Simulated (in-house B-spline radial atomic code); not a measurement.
KLI/ALDAx excitations of Ta VI (Ta5+)

Method: KLI/ALDAx. Computed with a B-spline radial code for spherical atoms: linear response of the closed shell [Xe] 4f14 with the adiabatic LDA exchange kernel on the exchange-only KLI potential; scalar-relativistic (spin-free one-electron X2C), finite nucleus, no spin-orbit coupling, no double excitations, S, P, D and F terms only; shells from n = 3 respond. Only terms of natural parity with L up to 3 were computed.

Spin-orbit coupling is strong here, so these LS terms don't match observed levels.

Command:
```bash
python run_td.py task.json out
```
Settings (radii: box in bohr, nucleus in fm):
```
Z                        73
electrons                68
configuration            [Xe] 4f14
hamiltonian              x2c
method                   kli
box_radius               16.35
rms_radius               5.3507
intervals                102
```

Run time, properties included: 4.8 s on 1 thread of Intel(R) Xeon(R) Platinum 8488C (Sapphire Rapids), on a shared host.

The lowest states, in the order of their Tamm-Dancoff energies; the method's threshold (minus the highest occupied level) is 98.32 eV. Labels give the largest channel, * marks a mixed state, and oscillator strengths are full-response dipole values. Semilocal kernels can invert the small singlet-triplet splittings of Rydberg terms. Energies in eV:

```csv
state,full response,Tamm-Dancoff,oscillator strength
4f → 5d 3P,29.355,29.392,-
4f → 5d 3F,29.766,29.779,-
4f → 5d 1F,?,?,-
4f → 5d 1P,31.77,31.99,0.12
4f → 6s 3F,37.62,37.62,-
4f → 6s 1F,37.79,37.79,-
5p → 5d 3P,39.25,39.32,-
5p → 5d 3F,39.89,39.94,-
5p → 5d 1F,42.18,42.23,-
4f → 6p 3D,?,?,-
4f → 6p 1D,47.78,47.79,-
5p → 6s 3P,48.33,48.34,-
```

Task: Where does 4f → 5d 1F lie?

Result: At 30.39 eV in full response, 30.41 eV in Tamm-Dancoff.

Task: Where does 4f → 6p 3D lie?

Result: At 47.42 eV in full response, 47.43 eV in Tamm-Dancoff.

Task: How large is the singlet-triplet splitting of 4f → 5d (F terms) in Tamm-Dancoff?

Result: 0.63 eV, from the unrounded values.

Task: What polarisabilities and dispersion coefficient does the method give?

Result: Dipole 2.484 bohr³, quadrupole 3.522 bohr⁵, C6 10.25 hartree·bohr⁶ for two such species.
